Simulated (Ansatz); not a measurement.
`c1coc(-c2ccc(-c3ccc(-c4ccc(-c5ccc(-c6ccc(-c7ccco7)o6)o5)o4)o3)o2)c1`. Charge 0, multiplicity 1. Geometry PBE-D4/def2-SVP; atoms count from 1.

```xyz
51

C     3.780   -2.425   10.366
C     3.550   -3.782   10.336
O     3.008   -4.148    9.139
C     2.887   -3.011    8.385
C     2.332   -3.163    7.071
C     1.869   -4.266    6.365
C     1.438   -3.780    5.099
C     1.664   -2.409    5.108
C     1.441   -1.379    4.139
C     1.666   -0.007    4.142
C     1.235    0.473    2.876
C     0.771   -0.633    2.172
C     0.218   -0.796    0.864
C    -0.246   -1.904    0.162
C    -0.677   -1.426   -1.105
C    -0.453   -0.053   -1.104
C    -0.677    0.971   -2.077
C    -0.453    2.343   -2.079
C    -0.886    2.820   -3.346
C    -1.349    1.711   -4.045
C    -1.904    1.541   -5.353
C    -2.365    0.429   -6.048
C    -2.800    0.902   -7.317
C    -2.579    2.272   -7.323
C    -2.810    3.292   -8.306
C    -2.594    4.662   -8.322
C    -3.037    5.117   -9.604
C    -3.487    4.002  -10.274
O    -3.354    2.890   -9.496
O    -2.034    2.664   -6.129
O    -1.222    0.585   -3.274
O     0.092    0.331    0.094
O     0.897   -1.761    2.941
O     2.209   -2.032    6.308
C     3.351   -1.917    9.100
H     4.208   -1.856   11.199
H     3.708   -4.593   11.053
H     1.850   -5.296    6.735
H     1.010   -4.351    4.269
H     2.093    0.567    4.970
H     1.253    1.503    2.505
H    -0.264   -2.933    0.535
H    -1.104   -2.002   -1.931
H    -0.026    2.921   -1.253
H    -0.869    3.848   -3.720
H    -2.380   -0.598   -5.670
H    -3.227    0.323   -8.143
H    -2.169    5.255   -7.506
H    -3.023    6.144   -9.985
H    -3.914    3.837  -11.269
H     3.375   -0.882    8.745
```

Single mean-field runs in def2-SVP are fitted with def2-universal-jkfit.

Estimate the Mulliken populations of the heavy atoms from the PBE0/def2-SVP orbitals of Ansatz.


| atom | charge (e) |
| --- | --- |
| C1 | -0.06 |
| C2 | 0.13 |
| O3 | -0.26 |
| C4 | 0.11 |
| C5 | 0.18 |
| C6 | -0.06 |
| C7 | -0.06 |
| C8 | 0.16 |
| C9 | 0.16 |
| C10 | -0.06 |
| C11 | -0.06 |
| C12 | 0.16 |
| C13 | 0.16 |
| C14 | -0.06 |
| C15 | -0.06 |
| C16 | 0.16 |
| C17 | 0.16 |
| C18 | -0.06 |
| C19 | -0.06 |
| C20 | 0.16 |
| C21 | 0.16 |
| C22 | -0.06 |
| C23 | -0.06 |
| C24 | 0.18 |
| C25 | 0.11 |
| C26 | -0.06 |
| C27 | -0.06 |
| C28 | 0.13 |
| O29 | -0.26 |
| O30 | -0.27 |
| O31 | -0.27 |
| O32 | -0.27 |
| O33 | -0.27 |
| O34 | -0.27 |
| C35 | -0.06 |
Mulliken values and Mayer orders depend strongly on the basis.

And the Mayer bond orders between bonded heavy atoms (over 0.3, the first 40 of 41)?

C1–C2 1.55 (1.38 Å); C1–C35 1.22 (1.43 Å); C2–O3 1.10 (1.36 Å); O3–C4 1.15 (1.37 Å); C4–C5 1.09 (1.44 Å); C4–C35 1.49 (1.39 Å); C5–C6 1.47 (1.39 Å); C5–O34 1.12 (1.37 Å); C6–C7 1.21 (1.42 Å); C7–C8 1.46 (1.39 Å); C8–C9 1.09 (1.43 Å); C8–O34 1.12 (1.37 Å); C9–C10 1.45 (1.39 Å); C9–O33 1.12 (1.37 Å); C10–C11 1.21 (1.42 Å); C11–C12 1.45 (1.39 Å); C12–C13 1.09 (1.43 Å); C12–O33 1.12 (1.37 Å); C13–C14 1.45 (1.39 Å); C13–O32 1.12 (1.37 Å); C14–C15 1.22 (1.42 Å); C15–C16 1.45 (1.39 Å); C16–C17 1.09 (1.43 Å); C16–O32 1.12 (1.37 Å); C17–C18 1.45 (1.39 Å); C17–O31 1.12 (1.37 Å); C18–C19 1.21 (1.42 Å); C19–C20 1.45 (1.39 Å); C20–C21 1.09 (1.43 Å); C20–O31 1.12 (1.37 Å); C21–C22 1.46 (1.39 Å); C21–O30 1.12 (1.37 Å); C22–C23 1.21 (1.42 Å); C23–C24 1.47 (1.39 Å); C24–C25 1.09 (1.44 Å); C24–O30 1.12 (1.37 Å); C25–C26 1.49 (1.39 Å); C25–O29 1.15 (1.37 Å); C26–C27 1.22 (1.43 Å); C27–C28 1.55 (1.38 Å).
